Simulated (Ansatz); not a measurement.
`C=CCCCCCCCCCC` with charge +1. Charge 1, multiplicity 2. Geometry r2SCAN-D4/def2-SVP.

```xyz
36

C     2.941    3.057    4.671
C     2.188    3.553    3.628
C     1.388    2.724    2.718
C     2.252    2.485    1.425
C     1.422    1.837    0.306
C     0.880    0.450    0.621
C     0.277   -0.208   -0.621
C    -0.356   -1.578   -0.322
C    -0.917   -2.267   -1.550
C    -2.161   -1.615   -2.173
C    -2.721   -2.357   -3.372
C    -3.386   -3.684   -3.030
H     3.500    3.724    5.334
H     2.984    1.981    4.874
H     2.225    4.633    3.429
H     1.126    1.753    3.165
H     0.469    3.251    2.412
H     3.112    1.849    1.694
H     2.661    3.445    1.068
H     0.598    2.511    0.011
H     2.102    1.790   -0.568
H     0.103    0.505    1.406
H     1.688   -0.187    1.025
H    -0.499    0.449   -1.059
H     1.057   -0.316   -1.396
H    -1.146   -1.467    0.442
H     0.428   -2.216    0.129
H    -1.228   -3.296   -1.257
H    -0.130   -2.398   -2.316
H    -2.941   -1.489   -1.400
H    -1.862   -0.593   -2.492
H    -3.480   -1.716   -3.870
H    -1.928   -2.497   -4.130
H    -3.806   -4.170   -3.922
H    -2.645   -4.379   -2.588
H    -4.195   -3.564   -2.291
```

At PBE-D4/def2-SVP the gap within one spin of the relaxed charge 1 doublet nearly closes, so an electron or hole may be smeared out by delocalisation error.

(1) Estimate the α-spin orbital energies around the gap (eV) in Ansatz with PBE-D4/def2-SVP, PBE0-D4/def2-SVP.

Results:

(1) 
```tsv
orbital	PBE-D4/def2-SVP	PBE0-D4/def2-SVP
HOMO−5	-11.25	-12.54
HOMO−4	-11.02	-12.34
HOMO−3	-10.86	-12.11
HOMO−2	-10.81	-11.72
HOMO−1	-10.73	-11.70
HOMO	-10.40	-11.22
LUMO	-5.70	-5.57
LUMO+1	-2.46	-1.97
LUMO+2	-2.15	-1.64
LUMO+3	-2.07	-1.25
LUMO+4	-1.83	-1.01
LUMO+5	-1.79	-0.83
β HOMO	-10.24	-10.82
β LUMO	-10.19	-10.30
```
